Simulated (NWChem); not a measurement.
# CH₄F₂OSi; SMILES F[SiH](F)OC

```xyz
9

Si    -0.0072    -0.4858     0.3451
F      1.4998    -0.6793    -0.2351
F     -0.9368    -1.6606    -0.2651
O     -0.6418     0.9343    -0.1941
C     -0.0379     2.2133    -0.0753
H      0.0460    -0.6130     1.8249
H      0.9683     2.2385    -0.5477
H      0.0643     2.5272     0.9880
H     -0.6839     2.9519    -0.5899
```
Atoms are numbered in this order, from 1.

Program: NWChem. Geometry: optimised at PBE-D3(BJ)/def2-SVP. Total energies compare along this basis series because the functional is fixed.

```tsv
level	basis functions	energy (Ha)	highest occupied level (eV)	orbital gap (eV)	dipole (D)	relative time
TPSS/pcseg-1	94	-605.0459	-7.57	7.83	2.77	3
TPSS/aug-pcseg-1	155	-605.0681	-7.61	7.04	2.49	10
TPSS/pcseg-2	210	-605.2878	-7.58	7.45	2.56	10
TPSS/STO-3G	33	-597.2483	-2.64	7.86	0.99	1
TPSS/def2-SVP	94	-604.7808	-7.35	8.07	2.46	3
```

Relative times are rough (shared machine, one core).
